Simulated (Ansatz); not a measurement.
Stepwise reaction of `[SH][GaH2]` with hydrogen chloride, as a gas-phase model of exchange steps in deposition or etching. ΔE in kJ/mol; ΔG adds harmonic PBE0-D4 terms to CCSD(T)/CBS, at 1 bar.

Gas-phase electronic energies from Ansatz, PBE0-D4/def2-TZVP geometries. CCSD(T)/CBS is the MP2 limit (def2-TZVPP, def2-QZVPP) plus CCSD(T) − MP2 in def2-TZVPP, frozen cores. This one scheme is used for every species. DFT in def2-TZVPP. B3LYP here is the variant with VWN-RPA as its local correlation; programs differ in this. For Ga outer-core shells are correlated without core-valence functions, which leaves a few kJ/mol of doubt a bond. Scalar relativity is left out up to krypton. Each species was taken in one conformer, which may not be the lowest.

```json
{"step": "1", "reaction": "`[SH][GaH2]` + HCl → `[SH][GaH][Cl]` + H₂", "PBE-D4": "-101.3", "B3LYP-D4": "-103.4", "ωB97M-V": "-101.5", "CCSD(T)/CBS": "-103.6", "ΔG(400 K)": "-98.3"}
{"step": "2", "reaction": "`[SH][GaH][Cl]` + HCl → `[SH][Ga]([Cl])[Cl]` + H₂", "PBE-D4": "-89.1", "B3LYP-D4": "-91.4", "ωB97M-V": "-89.4", "CCSD(T)/CBS": "-90.9", "ΔG(400 K)": "-85.4"}
```

**Question.** By hand: ΔE of the 2 steps together at CCSD(T)/CBS.

**Answer.** (-103.6) + (-90.9) = -194.5 kJ/mol, or -97.2 kJ/mol a step.

In ΔE each step is higher than the one before. All are downhill at CCSD(T)/CBS. ΔG lies between -98.3 and -85.4 kJ/mol a step. PBE-D4 differs from CCSD(T)/CBS by 1.8 to 2.3 kJ/mol a step. Isolated molecules leave out the surface, adducts and barriers. Largest T1 diagnostic: 0.013.
